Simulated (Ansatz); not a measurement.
Input file for Ge₄H₁₀Si (`[SiH2]1[GeH2][GeH2][GeH2][GeH2]1`):

```yaml
crystal:
  periodic: [false, false, false]
  atoms:
    - {symbol: Si, position_ang: [-1.664320, -0.962238, 0.580736]}
    - {symbol: Ge, position_ang: [0.519563, -1.905520, 0.417475]}
    - {symbol: Ge, position_ang: [1.772123, -0.325230, -0.952362]}
    - {symbol: Ge, position_ang: [0.563139, 1.788518, -0.795318]}
    - {symbol: Ge, position_ang: [-1.254551, 1.378104, 0.772974]}
    - {symbol: H, position_ang: [-2.452178, -1.514053, 1.715833]}
    - {symbol: H, position_ang: [-2.401101, -1.220785, -0.687903]}
    - {symbol: H, position_ang: [0.523842, -3.322029, -0.182921]}
    - {symbol: H, position_ang: [1.156486, -1.971038, 1.818712]}
    - {symbol: H, position_ang: [1.815051, -0.805228, -2.414531]}
    - {symbol: H, position_ang: [3.219217, -0.180546, -0.449088]}
    - {symbol: H, position_ang: [-0.011167, 2.165132, -2.173510]}
    - {symbol: H, position_ang: [1.476340, 2.933204, -0.322682]}
    - {symbol: H, position_ang: [-0.770726, 1.699982, 2.199846]}
    - {symbol: H, position_ang: [-2.491719, 2.241727, 0.472740]}
basis:
  gaussian: {orbitals: def2-TZVPP}
correlation: {method: ccsd_t}
output: {orbitals: {seedname: orbitals}}
```

```sh
$ ansatz run in.yaml --threads 6 --pin off --events-out ev --progress --plain --backend cuda
```

Output of Ansatz, abridged:

```
Functional definition: HF
2280 factors; integrals over basis functions are off by at most 1.1e-3 eV
mean field evaluation 1: about -233913.7835 eV, gradient 2.0e1 eV
mean field evaluation 2: about -233913.9906 eV, gradient 2.1e1 eV
mean field evaluation 4: about -233916.3152 eV, gradient 4.7e0 eV
mean field evaluation 8: about -233916.3611 eV, gradient 2.0e-1 eV
mean field -233916.36129704 eV, -8596.2677234617 hartree, gradient 6.4e-6 eV, S^2 0.000000; 0 other end points of the search recorded, 0 dependent functions left out
41 core orbitals not correlated: weight in the atoms' cores, before any rotation towards them, 1.000 or more for the frozen orbitals, at most 0.000 for the correlated occupied ones
reference -233916.36129704 eV, -8596.2677234617 hartree; 35, 35 occupied and 298, 298 virtual orbitals, 2280 factors
second order -31.74585605 eV of doubles, -0.00000000 eV of singles
cycle   1  -31.79661256 eV  change   -5.1e-2 eV  update   1.5e-1
cycle   2  -33.02212350 eV  change    -1.2e0 eV  update   4.2e-2
cycle   3  -33.12392141 eV  change   -1.0e-1 eV  update   1.9e-2
cycle   4  -33.10777948 eV  change    1.6e-2 eV  update   4.5e-3
cycle   5  -33.10722157 eV  change    5.6e-4 eV  update   1.5e-3
cycle   6  -33.10618741 eV  change    1.0e-3 eV  update   4.0e-4
cycle   7  -33.10597672 eV  change    2.1e-4 eV  update   1.4e-4
cycle   8  -33.10602399 eV  change   -4.7e-5 eV  update   4.2e-5
perturbative correction -1.29190438 eV, -0.0474766104 hartree
Total energy: -233950.75922541 eV, -8597.5318240138 hartree
```

Run time 20 s (6 threads of an AMD EPYC 7R13 on a shared host and a share of an NVIDIA H100 80 GB); peak host memory 0.89 GiB.

MP2 recovers 92.3 % of the CCSD(T) correlation energy and the triples give 3.8 %; T1 = 0.0121.
